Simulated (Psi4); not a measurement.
Noncovalent pair: C2H2 (SMILES C#C) (first 4 atoms) with C2H6 (SMILES CC); geometry from B3LYP-D3(BJ)/def2-TZVP, rigid monomers moved along the line of their centres of mass till H4···C5 is 5.18 Å.
(charge 0, multiplicity 1):
```xyz
12

C      0.422    -0.243    -0.581
C     -0.336     0.005     0.311
H      1.096    -0.464    -1.373
H     -1.006     0.225     1.106
C     -0.793     0.362     6.280
C      0.678    -0.042     6.257
H     -0.955     1.303     5.751
H     -1.154     0.498     7.302
H     -1.422    -0.400     5.813
H      1.037    -0.178     5.235
H      0.838    -0.980     6.791
H      1.304     0.718     6.729
```

Computed with SAPT0/jun-cc-pV(D+d)Z (Psi4).

Question: Give the four SAPT terms and the total, and say what mostly holds the pair together.

Answer: electrostatics -0.1, exchange 0.0, induction 0.0, dispersion -0.3, total -0.3 kJ/mol; the largest attraction is dispersion.
